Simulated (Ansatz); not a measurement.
Cartesian coordinates in Å:
```
B -0.4764 -1.8141 -0.9769
Si 0.0277 -0.1009 -0.0445
C -1.5879 0.8646 0.1167
C 1.2508 0.9210 -1.0415
C 0.7288 -0.4053 1.6732
H -0.8457 -2.7807 -0.3706
H -0.4905 -1.9068 -2.1724
H -1.3981 1.8180 0.6192
H -2.3276 0.3175 0.7062
H -2.0267 1.0829 -0.8598
H 2.2030 0.3978 -1.1621
H 1.4564 1.8749 -0.5471
H 0.8604 1.1349 -2.0396
H 1.6667 -0.9650 1.6281
H 0.9306 0.5400 2.1852
H 0.0287 -0.9788 2.2859
```

Charge 0, multiplicity 1.

List the ωB97M-V/def2-TZVPP orbital energies in eV (Ansatz). (An estimate is asked.)

The calculation gave: Occupied: -1806.05, -280.77, -280.66, -280.66, -187.85, -147.14, -101.26, -101.25, -101.24, -22.69, -21.66, -21.62, -17.03, -14.97, -14.04, -13.94, -13.86, -13.37, -13.37, -13.05, -12.04, -10.78, -10.61, -9.72. Lowest empty: -0.16, 2.21, 3.22, 3.40, 3.77, 3.92, 3.96, 4.27.
